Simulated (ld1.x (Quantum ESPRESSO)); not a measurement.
Ga (Z = 31): variants of one TM potential

Base potential:

* Element: Ga
* Generator: ld1.x (Quantum ESPRESSO) 7.5
* Type: norm-conserving Troullier–Martins (Kleinman–Bylander form)
* Functional: LDA (PZ)
* Relativity: fully relativistic
* Frozen core: [Ar]
* Valence charge: 13
* Reference configuration: 3d10 4s2 4p1
* Partial waves: 4s (bound): rc 1.50 bohr; 4p (bound): rc 1.85 bohr; 3d (bound): rc 1.10 bohr
* Local potential: the d channel
* Core correction: Bessel-smoothed model core inside 1.05 bohr

Open shells are filled in proportion to 2j + 1 (rel_dist='average').

Cutoffs, loose and tight: the cutoffs (Ry, on a coarse ladder) from which the occupation-weighted sum of valence levels, in a spherical-Bessel basis at the reference potential, stays within 10 and 1 mRy of its value at 400 Ry. They do not see the model core or the augmentation charge, which bear on the density cutoff. Test errors are all-electron minus pseudo excitation energies from the reference, over the configurations 3d10 4s2 4p0; 3d10 4s1 4p0; 3d10 4s0 4p0; 3d9 4s2 4p1; 3d10 4s0 4p3; 3d10 4s2 4p0.5; 3d10 4s1 4p1. A dash means not determined; rows that change the core or the reference have their own tests. The largest error is taken over the tests solved by every variant that gives reliable tests at all: 3d10 4s1 4p0; 3d10 4s1 4p1; 3d10 4s2 4p0.5.

A true bound ghost makes a file unfit for plane-wave use even where its test errors are small: the radial tests pick states by their node count and pass the ghost by. Where a test does run into it, the solver fails or the error is huge.

Cutoffs are not given where the Bessel-basis levels miss the radial ones by over 6 mRy, ghosts where they miss by over 20 mRy; a channel whose overlap is not positive is not tested.

| change | outcome | cutoff, loose | cutoff, tight | bound ghosts | largest test error (meV) |
| --- | --- | --- | --- | --- | --- |
| base | generated, misses its reference levels by 0.28 eV | 230 Ry | over 300 Ry | s, p3/2, p1/2 | -6.9 |
| wave 4s (bound): rc 1.50 bohr becomes 4s (bound): rc 1.36 bohr | generated, misses its reference levels by 0.28 eV | 230 Ry | over 300 Ry | s, p3/2, p1/2 | -4.3 |
| core [Ne], valence charge 21; reference 3s2 3p6 3d10 4s2 4p1; waves now 3s (bound): rc 0.90 bohr; 3d (bound): rc 1.30 bohr; 3p (bound): rc 0.70 bohr; local potential the p channel; core correction none | generated, misses its reference levels by 2.44 eV | – | – | not determined | -1172 |
| wave 4p (bound): rc 1.85 bohr becomes 4p (bound): rc 2.36 bohr | generated, misses its reference levels by 0.28 eV | 230 Ry | over 300 Ry | s, p3/2, p1/2 | -7.7 |
| wave 3d (bound): rc 1.10 bohr becomes 3d (bound): rc 1.08 bohr | generated, misses its reference levels by 0.28 eV | 230 Ry | over 300 Ry | s, p3/2, p1/2 | -6.9 |
| all radii but the core radius scaled by about 1.33 (s 2.00, p 2.46, d 1.46 bohr) | generated, misses its reference levels by 0.28 eV | 140 Ry | 260 Ry | s, p3/2, p1/2 | -7.0 |
| type PAW; waves now 4s (bound): rcut 1.30, rcutus 1.50 bohr; 4s channel at -0.15 Ry: rcut 1.30, rcutus 1.50 bohr; 4p (bound): rcut 1.60, rcutus 1.85 bohr; 4p channel at 0.15 Ry: rcut 1.60, rcutus 1.85 bohr; 3d (bound): rcut 0.95, rcutus 1.10 bohr; 3d channel at 0.65 Ry: rcut 0.95, rcutus 1.10 bohr; local potential all-electron potential smoothed inside 1.50 bohr (lloc = -1); augmentation PSQ, inside the norm-conserving radii | failed: new_paw_hamiltonian: negative rho | – | – | – | – |
| scalar-relativistic | generated | 230 Ry | over 300 Ry | s, p | -9.9 |
| core correction Bessel-smoothed model core inside 1.08 bohr | generated, misses its reference levels by 0.28 eV | 230 Ry | over 300 Ry | s, p3/2, p1/2 | -6.8 |
| wave 4p (bound): rc 1.85 bohr becomes 4p (bound): rc 2.14 bohr | generated, misses its reference levels by 0.28 eV | 230 Ry | over 300 Ry | s, p3/2, p1/2 | -6.8 |
| wave 4p (bound): rc 1.85 bohr becomes 4p (bound): rc 2.76 bohr | generated, misses its reference levels by 0.28 eV | 230 Ry | over 300 Ry | s, p3/2, p1/2 | -12 |

Q: What comes out with this change to the base: local potential the s channel?

A: outcome: generated; cutoff, loose: 230 Ry; cutoff, tight: over 300 Ry; bound ghosts: none; largest test error (meV): -9.7.
